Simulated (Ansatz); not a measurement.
Stretching the Mg1–H2 bond in H2Mg (SMILES [MgH2]) (multiplicity 1 held, fragments rigid). Energies count from the point at 1.700 Å.
Geometry at that point (charge 0, multiplicity 1):
```
atom   x (Å)   y (Å)    z (Å)
----  ------  ------  -------
Mg    0.0000  0.0000   0.0000
H     0.0000  0.0000  -1.6998
H     0.0000  0.0000   1.6998
```

Restricted levels (R-, RO-) in cc, def2 and unpolarised 6-31G sets keep to the state of the molecule at rest. U- levels take the lowest unrestricted solution at each point, which mixes spins at long bonds. Full CI gives the lowest state of the spin. Curves can end on different states.

Frozen-core correlation.

The values were computed with Ansatz (Gaussian orbitals). Values without a source in brackets are computed.

Q: What energy at R = 5.439 Å does R-B3LYP/def2-TZVPP give?

A: 4.32 eV

Q: What is the computed energy at R = 5.439 Å (U-PBE/def2-TZVPP)?

A: 2.96 eV

Q: Predict the energy at R = 5.439 Å from FCI/def2-TZVPP.

A: 3.12 eV

Doubts at one or more of the structures used: a spin-contaminated determinant (U-PBE/def2-TZVPP); a restricted determinant that unrestricted orbitals would lower (R-B3LYP/def2-TZVPP).

Ansatz is a program for electronic structure.
